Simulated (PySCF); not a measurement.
## Electron correlation in C²⁺ (carbon, charge +2)

[He] 2s1 3d1, 2s spin antiparallel (an excited configuration). Computed with PySCF 2.14 in x2c-QZVPPall with one added diffuse shell each of s, p, d, f type (8s5p4d3f1g, 73 functions), with the spin-free X2C one-electron Hamiltonian (Gaussian nucleus). Frozen: nothing; 4 electrons correlated.

MP2 pair energies summed by pair of shells (mhartree):

| pair | energy | share (%) |
| --- | --- | --- |
| 2s-3d | -18.73 | 51.1 |
| 1s-1s | -14.94 | 40.8 |
| 1s-2s | -2.84 | 7.7 |
| 1s-3d | -0.14 | 0.4 |

Total MP2 correlation energy: -36.65 mhartree.

Same-spin part -0.49 and opposite-spin part -36.16 mhartree; SCS-MP2 scales them by 1/3 and 6/5 to -43.56 mhartree.

This basis was not built for core-valence correlation, so the inner-shell part is incomplete.
